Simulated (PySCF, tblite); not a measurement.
Isomers of C7H10F (doublet state). Calculated harmonic vibrations of the isolated species, GFN2-xTB (tblite), most abundant isotopes, no scaling. Errors from tens to a few hundred cm⁻¹ against measured bands are possible. One conformer each. Open shells enter through the occupations alone, without spin polarisation, and single modes of such species can be off by tens of per cent.

Electronic energies: B3LYP/pcH-1 single points on the GFN2-xTB geometries (PySCF, gas phase).

| SMILES | electronic energy, lowest = 0 (kcal/mol) |
| --- | --- |
| C[C@@]12[CH][C@@](F)(CC1)C2 | 21.1 |
| C[C@]12[CH]C[C@](F)(C1)C2 | 15.3 |
| C[C@@H]1[CH][C@@H](F)CC=C1 | 0.0 |
| C[C@]12C[CH][C@](F)(C1)C2 | 16.2 |
| C#CC[C](CC)CF | 31.9 |

Q: How do GFN2-xTB zero-point energies change the relative energies?

A: 
```json
{"SMILES": "C[C@@H]1[CH][C@@H](F)CC=C1", "ZPE (kcal/mol)": "92.8", "of it from modes above 1550 cm⁻¹": "45.3", "electronic (kcal/mol)": "0.0", "with ZPE, lowest = 0 (kcal/mol)": "0.0", "lowest mode (cm⁻¹)": "66", "rings": "1"}
{"SMILES": "C[C@]12[CH]C[C@](F)(C1)C2", "ZPE (kcal/mol)": "93.5", "of it from modes above 1550 cm⁻¹": "43.2", "electronic (kcal/mol)": "15.3", "with ZPE, lowest = 0 (kcal/mol)": "16.0", "lowest mode (cm⁻¹)": "98", "rings": "3"}
{"SMILES": "C[C@]12C[CH][C@](F)(C1)C2", "ZPE (kcal/mol)": "93.5", "of it from modes above 1550 cm⁻¹": "43.2", "electronic (kcal/mol)": "16.2", "with ZPE, lowest = 0 (kcal/mol)": "16.9", "lowest mode (cm⁻¹)": "76", "rings": "3"}
{"SMILES": "C[C@@]12[CH][C@@](F)(CC1)C2", "ZPE (kcal/mol)": "94.0", "of it from modes above 1550 cm⁻¹": "43.3", "electronic (kcal/mol)": "21.1", "with ZPE, lowest = 0 (kcal/mol)": "22.3", "lowest mode (cm⁻¹)": "168", "rings": "3"}
{"SMILES": "C#CC[C](CC)CF", "ZPE (kcal/mol)": "91.1", "of it from modes above 1550 cm⁻¹": "46.4", "electronic (kcal/mol)": "31.9", "with ZPE, lowest = 0 (kcal/mol)": "30.1", "lowest mode (cm⁻¹)": "18", "rings": "0"}
```

The zero-point energies span 2.9 kcal/mol, from `C#CC[C](CC)CF` to `C[C@@]12[CH][C@@](F)(CC1)C2`. The order is unchanged.

Q: And how do the electronic energies of GFN2-xTB itself compare?

A: `C[C@@H]1[CH][C@@H](F)CC=C1` 1.1; `C[C@]12[CH]C[C@](F)(C1)C2` 0.0; `C[C@]12C[CH][C@](F)(C1)C2` 0.2; `C[C@@]12[CH][C@@](F)(CC1)C2` 6.4; `C#CC[C](CC)CF` 34.3 kcal/mol, lowest = 0. Against the energies above, taken from the same isomer `C[C@@H]1[CH][C@@H](F)CC=C1`, the largest difference is 17.1 kcal/mol.

Q: What do entropy and thermal enthalpy add at 298.15 K and 1 bar (rigid rotor, harmonic oscillator, one conformer each)?

A: 
| SMILES | point group | symmetry number | S (cal/(mol K)) | H − H(0) (kcal/mol) | ZPE + H − H(0) − TS (kcal/mol) |
| --- | --- | --- | --- | --- | --- |
| C[C@@H]1[CH][C@@H](F)CC=C1 | C1 | 1 | 90.0 | 5.82 | 71.8 |
| C[C@]12[CH]C[C@](F)(C1)C2 | Cs | 1 | 86.3 | 5.46 | 73.2 |
| C[C@]12C[CH][C@](F)(C1)C2 | Cs | 1 | 86.7 | 5.48 | 73.1 |

S holds R ln(2S + 1) for the spin.

Not tabulated: `C[C@@]12[CH][C@@](F)(CC1)C2` (point group not settled); `C#CC[C](CC)CF` (lowest mode only 18 cm⁻¹).
